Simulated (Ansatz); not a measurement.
Start from `[CH3][GeH]([Cl])[C]#N` and change one atom or group to get `N#[C][GeH]([F])[Cl]`.

Ansatz, PBE0-D4/def2-TZVP geometries, multiplicity 1. 

Scalar relativity is left out up to krypton.

```tsv
property	`[CH3][GeH]([Cl])[C]#N`
LUMO energy (ωB97M-V/def2-TZVPP) / eV	1.05
ideal-gas entropy at 298 K and 1 bar (rigid rotor, harmonic PBE0-D4/def2-TZVP) / J/(mol·K)	361
LUMO energy (B3LYP/def2-TZVPP) / eV	-1.23
HOMO energy (PBE/def2-TZVPP) / eV	-7.79
size of the dipole moment (PBE/def2-TZVPP) / D	4.06
size of the dipole moment (ωB97M-V/def2-TZVPP) / D	4.16
```

What does the change do to each property? (Best estimate.)

Computed: 
```csv
property,`N#[C][GeH]([F])[Cl]`,shift
LUMO energy (ωB97M-V/def2-TZVPP) / eV,0.54,-0.51
"ideal-gas entropy at 298 K and 1 bar (rigid rotor, harmonic PBE0-D4/def2-TZVP) / J/(mol·K)",342,-19
LUMO energy (B3LYP/def2-TZVPP) / eV,-1.76,-0.53
HOMO energy (PBE/def2-TZVPP) / eV,-8.55,-0.76
size of the dipole moment (PBE/def2-TZVPP) / D,2.86,-1.20
size of the dipole moment (ωB97M-V/def2-TZVPP) / D,2.99,-1.17
```

With PBE0 the HOMO falls by 0.88 eV and the LUMO falls by 0.53 eV, so the gap widens by about 0.35 eV. PBE moves the HOMO by -0.76 eV and ωB97M-V by -0.94 eV. The zero-point energy changes by -90.1 kJ/mol with -9 modes. Dipoles are sizes alone; their direction can turn.

Positive LUMOs are unbound, so they and the gaps depend on the basis.

B3LYP here is the variant with VWN-RPA as its local correlation; programs differ in this.
